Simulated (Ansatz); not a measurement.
How methods differ on C2H7BO2 (SMILES COB(C)O)

The species is C2H7BO2 (12 atoms), meant as a singlet with charge 0. SMILES: `COB(C)O`. The coordinates come from a PBE0-D4/def2-TZVP relaxation. This is one conformer, not always the lowest.

Quantity: the vertical energy of the triplet above the singlet, in eV. The values are calculated.

```json
{"level": "BLYP/6-31G* (spherical functions)", "kind": "GGA", "program": "Ansatz", "value (eV)": "7.34"}
{"level": "PBE/6-31G* (spherical functions)", "kind": "GGA", "program": "Ansatz", "value (eV)": "7.29"}
{"level": "revPBE/6-31G* (spherical functions)", "kind": "GGA", "program": "Ansatz", "value (eV)": "7.29"}
{"level": "r2SCAN/6-31G* (spherical functions)", "kind": "meta-GGA", "program": "Ansatz", "value (eV)": "7.52"}
{"level": "PBE0/6-31G* (spherical functions)", "kind": "global hybrid", "program": "Ansatz", "value (eV)": "7.77"}
{"level": "CAM-B3LYP/6-31G* (spherical functions)", "kind": "range-separated hybrid", "program": "Ansatz", "value (eV)": "8.03"}
{"level": "wB97X/6-31G* (spherical functions)", "kind": "range-separated hybrid", "program": "Ansatz", "value (eV)": "8.24"}
{"level": "CCSD/6-31G* (spherical functions)", "kind": "coupled cluster or CI", "program": "Ansatz", "value (eV)": "8.58"}
```

The values span 7.29 to 8.58 eV. A triplet this far above the singlet is often a Rydberg-like or dissociative state; sets without diffuse functions put Rydberg states too high.
